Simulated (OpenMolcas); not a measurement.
**What dynamic correlation does to the levels of O3+**

```yaml
Program: OpenMolcas 26.06
Basis: ANO-L-VQZP [5s4p3d2f]
Scalar_Hamiltonian: non-relativistic, point nucleus
Active_space: 3 electrons in 4 orbitals (2s 2p)
State_averaging: 2S+1 = 4 odd, 1 root (0 in the spin-orbit step); 2S+1 = 2 odd, 3 roots; 2S+1 = 4 even, 3 roots; 2S+1 = 2 even, 5 roots
Spin-orbit_coupling: state interaction with AMFI integrals over the reference wave functions, term energies averaged over their components
```

Methods on the same reference wave functions:
A. CASSCF
B. SS-CASPT2, IPEA 0.25 Eh, imaginary shift 0.1 Eh (closed shells correlated: 1s)

Energies in cm-1 above 2s2 2p 2P* 1/2, the measured ground level; measured values from Moore, Selected Tables of Atomic Spectra, NSRDS-NBS 3, section 10.

```csv
Level,A,B,Measured
2s2 2p 2P* 1/2,0.0,0.0,0.0
2s2 2p 2P* 3/2,365,365,386
2s 2p2 4P 1/2,65495,69676,71440
2s 2p2 4P 3/2,65621,69801,71570
2s 2p2 4P 5/2,65830,70010,71756
2s 2p2 2D 3/2,132908,126653,126950
2s 2p2 2D 5/2,132908,126653,126936
```

Deviations, from unrounded energies. A percentage is the sum of absolute deviations over the sum of measured energies, with the sign that they share, or ± where signs differ.

```tsv
Against measurement	Levels	A	B
mean absolute deviation (cm-1)	6	5000	980
fine structure of the ground term (%)	1	-5.3	-5.3
other configurations (%)	5	±6.3	-1.3
```

B lies closest to measurement on these levels. The largest miss of B in the table is 2s 2p2 4P 3/2, by -1800 cm-1. The ranking rests on the paired levels alone, and a cruder setting can come out closer through cancelling errors.

The lowest spin-free term lies below A's lowest term by 0.045 hartree in B.

Measured partners are found by configuration, term and J. A level has none where our copy of the source lacks it or the pairing is in doubt (some pairs that miss far off the trend of their configuration count as doubtful), and it then counts in no deviation. Only configurations of the active space appear.

* marks odd parity.
